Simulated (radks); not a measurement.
Neutral krypton inside a hard spherical wall (all orbitals vanish at R), configuration held at [Kr] and not refilled when levels cross. All-electron calculation, non-relativistic Kohn-Sham, LDA (Slater exchange, VWN5 correlation), spin-unpolarised, spherical densities, point nucleus. Program: a radial shooting solver on a logarithmic mesh with Libxc functionals. Eigenvalues in eV, with the zero of energy where the potential of the charges vanishes at infinity; a dash marks a level that is unbound or too diffuse for the functional's potential to be trusted. A positive occupied level is held by the wall or, in an anion where self-interaction has pushed it up, behind a barrier. The pressure on the wall is -dE/dV.

R (bohr),E (hartree),kinetic (hartree),e(3p),e(3d),e(4s),e(4p),"e(5s, empty)","e(5p, empty)",pressure (GPa)
free,-2750.14794,2747.813,-192.84,-83.651,-22.329,-9.424,-0.375,-,0
15,-2750.14794,2747.813,-192.84,-83.651,-22.329,-9.424,-0.322,0.785,< 0.0001
7,-2750.14662,2747.827,-192.75,-83.566,-22.260,-9.357,1.664,4.802,0.105
6,-2750.14095,2747.875,-192.50,-83.318,-22.065,-9.162,3.527,7.671,0.761
5,-2750.11035,2748.091,-191.60,-82.415,-21.381,-8.447,7.835,13.636,5.97
4,-2749.93671,2749.082,-188.43,-79.263,-19.052,-5.864,19.274,27.860,54.6
2,-2739.93311,2783.760,-141.60,-32.873,32.618,53.401,210.22,229.75,13500
1.5,-2714.99134,2856.656,-90.495,19.745,132.20,159.99,495.22,512.62,100000
